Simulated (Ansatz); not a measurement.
Consider the redistribution: `C[SiH](F)N[SiH2]F` + `O[SiH](F)[SiH2]S` → `C[SiH](F)[SiH2]S` + `O[SiH](F)N[SiH2]F`.

Gas-phase electronic energies from Ansatz, PBE0-D4/def2-TZVP geometries. CCSD(T)/CBS is the MP2 limit (def2-TZVPP, def2-QZVPP) plus CCSD(T) − MP2 in def2-TZVPP, frozen cores. One conformer a species, not always the lowest.

```tsv
species	HF/CBS(def2) energy (Eh)
`C[SiH](F)N[SiH2]F`	-873.55479
`O[SiH](F)[SiH2]S`	-1152.91899
`C[SiH](F)[SiH2]S`	-1117.02166
`O[SiH](F)N[SiH2]F`	-909.45414
```

(1) Work out ΔE.

Largest T1 diagnostic among the species: 0.013.

Results:

(1) ΔE = (-1117.02166) + (-909.45414) − (-873.55479) − (-1152.91899) = -0.00202 Eh = -5.3 kJ/mol. CCSD(T)/CBS gives +0.6 kJ/mol.

From PBE to PBE0 (25 % exact exchange), in def2-TZVPP and without D4, ΔE moves by −3.1 kJ/mol. In def2-TZVPP, CCSD(T) changes the Hartree–Fock value by +5.1 kJ/mol (the triples alone add +1.2 kJ/mol) and MP2 by +5.6 kJ/mol.
